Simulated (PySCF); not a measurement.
# Electron affinity of Ag by level of theory

Ag⁻ [Kr] 4d10 5s2 (1S) → Ag [Kr] 4d10 5s1 (2S), as a difference of total energies. All numbers are calculated (PySCF 2.14, scalar relativity through the core potential, in aug-cc-pwCVDZ-PP with ECP28MDF). Correlated levels: valence: 4s2 4p6 frozen; valence and next inner shell: nothing frozen outside the core potential. The calculations carry no spin-orbit coupling.

```
                                method  electron affinity (eV)
                                   UHF                   0.101
                                   LDA                   1.662
                                   PBE                   1.396
                                  PBE0                   1.150
                                r2SCAN                   1.273
                                  MN15                   1.542
                               r2SCAN0                   1.121
                                 HSE06                   1.186
                                B2PLYP                   1.229
                         MP2 (valence)                   1.024
                     SCS-MP2 (valence)                   1.040
    MP2 (valence and next inner shell)                   1.069
SCS-MP2 (valence and next inner shell)                   1.073
```

**Question.** How much does correlation contribute at MP2 (valence and next inner shell)?

**Answer.** 1.069 − (0.101) = 0.968 eV, measured against UHF.

Errors of the correlated levels include the incompleteness of this basis and the frozen core.

In the anion the highest occupied orbital energy is positive at LDA, PBE, PBE0, r2SCAN, r2SCAN0, HSE06, B2PLYP, a self-interaction effect; the basis confines that electron, and the energy difference can still be sensible.

For comparison: 1.304 eV (measured; photodetachment measurements, as compiled on the Wikipedia data page of electron affinities).
